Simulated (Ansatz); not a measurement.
`O[SiH2][GeH2][F]` + `N[SiH2]F` → `[NH2][GeH2][F]` + `O[SiH2][SiH2]F`  (redistribution)

Computed with Ansatz on PBE0-D4/def2-TZVP structures; ΔE is electronic, products minus reactants. CCSD(T)/CBS is the MP2 limit (def2-TZVPP, def2-QZVPP) plus CCSD(T) − MP2 in def2-TZVPP, frozen cores. This one scheme is used for every species. DFT in def2-TZVPP. B3LYP here is the variant with VWN-RPA as its local correlation; programs differ in this. For Ge outer-core shells are correlated without core-valence functions, which leaves a few kJ/mol of doubt a bond. Scalar relativity is left out up to krypton. Each species was taken in one conformer, which may not be the lowest.

```csv
level,ΔE (kJ/mol),difference from CCSD(T)/CBS
PBE-D4,72.1,-0.7
r2SCAN-D4,76.7,3.9
PBE0-D4,72.1,-0.7
B3LYP-D4,75.8,3.0
ωB97X-V,70.6,-2.2
ωB97M-V,79.2,6.4
r2SCAN,76.6,3.8
HF/def2-QZVPP,67.3,-5.5
SCS-MP2/def2-QZVPP,70.8,-2.0
MP2/CBS(def2),75.4,2.6
CCSD(T)/CBS,72.8,0
```

Largest T1 diagnostic among the species: 0.012.
